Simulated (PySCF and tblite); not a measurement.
Results of a calculation; reference values are marked as such.
System: C7H11 (charge +1), numbered as in [CH3:1]/[CH:2]=[CH:3]/[CH:4]=[CH:5]/[CH+:6][CH3:7].

Motion: rotation about the C3–C4 bond (torsion C2–C3–C4–C5 from -180° to 0°, rising). GFN2-xTB gives an electronic barrier of 19.1 kcal/mol and a reaction energy of 2.6 kcal/mol.

The ion is treated without a counter-ion.

Q: What does PBE0/pcSseg-1 + D3(BJ) give on GFN2-xTB geometries?

A: A barrier of 23.9 kcal/mol, 4.8 above the tight-binding barrier (from unrounded values), a reaction energy of 3.5 kcal/mol and, with GFN2-xTB thermal terms, ΔG‡(298 K) = 22.6 kcal/mol and k = 0.00066 s⁻¹ (4 equivalent paths).

Programs: tblite and PySCF.
